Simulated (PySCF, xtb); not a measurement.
GeCl₄, SMILES [Cl][Ge]([Cl])([Cl])[Cl].

Harmonic wavenumbers (cm⁻¹) from GFN2-xTB (xtb) at its own minimum, in rising order: 102, 102, 135, 135, 135, 308, 352, 352, 352.

Task: What does ωB97X-D3(BJ)/def2-SVP (PySCF) give at its own minimum? (Estimate from the structure and the level; the computed values follow.)

Result: 126, 126, 170, 170, 170, 407, 484, 484, 484. Paired by order, the mean absolute difference is 72 cm⁻¹ and the zero-point energies are 2.8 and 3.8 kcal/mol.
